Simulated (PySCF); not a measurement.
# Correlation energy of Zn⁺ (zinc, charge +1)

[Ar] 3d9 4s2, 2D determinant (an excited configuration). Computed with PySCF 2.14 in def2-TZVPPD, with the non-relativistic Hamiltonian (point nucleus). Frozen: [Ar]; 11 electrons correlated.

```json
{"level": "CCSD", "correlation energy (mhartree)": "-367.58"}
{"level": "(T)", "correlation energy (mhartree)": "-7.99"}
{"level": "CCSD(T)", "correlation energy (mhartree)": "-375.57"}
```

Diagnostics: T1 = 0.0100, D1 = 0.0270, largest double amplitude 0.091.

Q: Is a single reference adequate?

A: Mostly. T1 lies below 0.03, but a double amplitude of this size points to a near-degeneracy that CCSD handles and MP2 describes poorly.
